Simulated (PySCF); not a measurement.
C$_{6}$H$_{15}$N, charge +1, sextet, at a GFN2-xTB geometry of the parent state (a state made from the parent by changing its charge; the spin is typed, not shown lowest); DF-TPSS/3-21G (PySCF).

Here is a job for PySCF.
```python
from pyscf import gto, scf, dft

mol = gto.M(
    atom='''
C     2.045563    1.008764    0.442064
C     1.256660   -0.275514    0.048935
C     1.984165   -0.994684   -1.078785
N    -0.047423    0.093070   -0.337735
C    -1.179430    0.123946    0.501078
C    -2.119003    1.259312    0.118497
C    -1.929888   -1.235781    0.381744
H     2.136311    1.668954   -0.415799
H     1.541179    1.531375    1.249832
H     3.036859    0.712669    0.771406
H     1.194149   -0.898103    0.950435
H     1.451094   -1.902186   -1.354633
H     2.985119   -1.264995   -0.755293
H     2.075201   -0.364324   -1.960861
H    -0.183607    0.360338   -1.307603
H    -0.844128    0.211170    1.542323
H    -2.477374    1.153608   -0.903314
H    -1.611722    2.217427    0.210679
H    -2.981926    1.258728    0.778034
H    -1.273530   -2.056651    0.656302
H    -2.780179   -1.216417    1.056604
H    -2.283881   -1.379340   -0.635161
''',
    basis='3-21g',
    charge=1,
    spin=5,
    verbose=5,
)

mf = dft.ROKS(mol)
mf.xc = 'tpss'
mf = mf.density_fit(auxbasis='def2-universal-jkfit')
mf.kernel()
```

The log (banner, timings and long lists left out):

```
PySCF version 2.14.0

[INPUT] verbose = 5
[INPUT] max_memory = 4000
[INPUT] num. atoms = 22
[INPUT] num. electrons = 57
[INPUT] charge = 1
[INPUT] spin (= nelec alpha-beta = 2S) = 5
[INPUT] symmetry False subgroup None
[INPUT] Mole.unit = angstrom
[INPUT] Symbol           X                Y                Z      unit          X                Y                Z       unit  Magmom
[...]
[INPUT] ---------------- BASIS SET ----------------
[INPUT] l, kappa, [nprim/nctr], expnt,             c_1 c_2 ...
[INPUT] H
[...]
                                0.824547          0.904691
[...]
[INPUT] C
[...]
                                25.9109           0.358794
                                5.53335           0.700713
[...]
                                0.770545          1.21584
[...]
                                0.770545          0.860619
[...]
[INPUT] N
[...]
                                36.4851           0.352955
                                7.81449           0.706513
[...]
                                1.14915           1.22442
[...]
                                1.14915           0.858953
[...]
nuclear repulsion = 335.88703288455
number of shells = 65
number of NR pGTOs = 150
number of NR cGTOs = 93
basis = 3-21g
ecp = {}

******** <class 'pyscf.df.df_jk.DFROKS'> ********
method = DFROKS
initial guess = minao
damping factor = 0
level_shift factor = 0
DIIS = <class 'pyscf.scf.diis.CDIIS'>
diis_start_cycle = 1
diis_space = 8
diis_damp = 0
SCF conv_tol = 1e-09
SCF conv_tol_grad = None
SCF max_cycles = 50
direct_scf = False
num. doubly occ = 26  num. singly occ = 5
XC library pyscf.dft.libxc version 7.1.2
    S. Lehtola, C. Steigemann, M. J. T. Oliveira, and M. A. L. Marques,  SoftwareX 7, 1–5 (2018)
XC functionals = tpss
    J. Tao, J. P. Perdew, V. N. Staroverov, and G. E. Scuseria,  Phys. Rev. Lett. 91, 146401 (2003)
    J. P. Perdew, J. Tao, V. N. Staroverov, and G. E. Scuseria,  J. Chem. Phys. 120, 6898 (2004)
    J. Tao, J. P. Perdew, V. N. Staroverov, and G. E. Scuseria,  Phys. Rev. Lett. 91, 146401 (2003)
    J. P. Perdew, J. Tao, V. N. Staroverov, and G. E. Scuseria,  J. Chem. Phys. 120, 6898 (2004)
radial grids:
    Treutler-Ahlrichs [JCP 102, 346 (1995); DOI:10.1063/1.469408] (M4) radial grids

becke partition: Becke, JCP 88, 2547 (1988); DOI:10.1063/1.454033
pruning grids: <function nwchem_prune>
grids dens level: 3
symmetrized grids: False
atomic radii adjust function: <function treutler_atomic_radii_adjust>
small_rho_cutoff = 0
[...]
[...]
                  Roothaan           | alpha              | beta
  Highest 2-occ = -0.521206419659754 | -0.540373149506939 |  -0.51041010463316
  Lowest 0-occ =  -0.0630514058160236 | -0.0700155469404124 | -0.0468952475266583
  1-occ =         -0.519496866912526 | -0.501374654035855 | -0.468185487487342
  1-occ =         -0.517142375527897 |  -0.54849465458404 | -0.510639439733433
  1-occ =         -0.400085417013281 | -0.431220551952394 | -0.331834508378518
  1-occ =         -0.108804697083897 |  -0.11621184876374 | -0.0704084819412096
  1-occ =         -0.0822491288910969 | -0.105348281282867 | -0.0380684436734091
  Roothaan mo_energy =
[-1.42951899e+01 -1.02073971e+01 -1.02050621e+01 -1.01514472e+01
 -1.01491200e+01 -1.01474913e+01 -1.01435620e+01 -1.11959417e+00
 -9.74117330e-01 -8.99056549e-01 -8.52951404e-01 -8.49263162e-01
 -7.80043420e-01 -7.67123652e-01 -6.80336016e-01 -6.53711646e-01
 -6.22280969e-01 -6.08602094e-01 -6.03480124e-01 -5.78713906e-01
 -5.63303233e-01 -5.55284907e-01 -5.48038975e-01 -5.33097738e-01
 -5.27652443e-01 -5.21206420e-01 -5.19496867e-01 -5.17142376e-01
 -4.00085417e-01 -1.08804697e-01 -8.22491289e-02 -6.30514058e-02
 -6.13256844e-02 -4.76864421e-02 -3.89007092e-02 -3.34124089e-02
 -2.24507054e-02 -1.64722565e-02 -1.38529700e-02 -3.13635097e-03
 -1.42127983e-03 -4.01900519e-04  1.58906149e-02  2.61471818e-02
  2.78371587e-02  3.10953149e-02  3.96141860e-02  5.47916137e-02
  8.02591936e-02  1.03800517e-01  4.21887395e-01  4.32722767e-01
  4.42091174e-01  4.75614169e-01  4.82955929e-01  4.97129138e-01
  5.09535835e-01  5.13814835e-01  5.38194906e-01  5.48210142e-01
  5.57802646e-01  5.67885340e-01  6.52887120e-01  6.61878323e-01
  6.90774783e-01  7.02444731e-01  7.42420182e-01  7.75070031e-01
  7.89166339e-01  8.44694758e-01  8.57714151e-01  8.76569009e-01
  8.85794793e-01  8.87754031e-01  8.93235899e-01  9.02129799e-01
  9.10059686e-01  9.20454434e-01  9.35330636e-01  9.65546981e-01
  9.68902107e-01  9.82005563e-01  1.03495619e+00  1.11486698e+00
  1.30146036e+00  1.30343330e+00  1.51138859e+00  1.56574299e+00
  1.74391639e+00  1.76777492e+00  1.92014212e+00  2.11643069e+00
  2.43215133e+00]
nelec by numeric integration = [31.00002202 25.99999774]
E1 = -1042.1374888977946  E2 = 416.40952734755683  Ecoul = 460.99775418613115  Exc = -44.588226838574315
cycle= 50 E= -289.840928665688  delta_E= -0.00935  |g|= 0.116  |ddm|= 0.489
SCF not converged.
SCF energy = -289.840928665688
```

The run did not converge; its last values are not results.
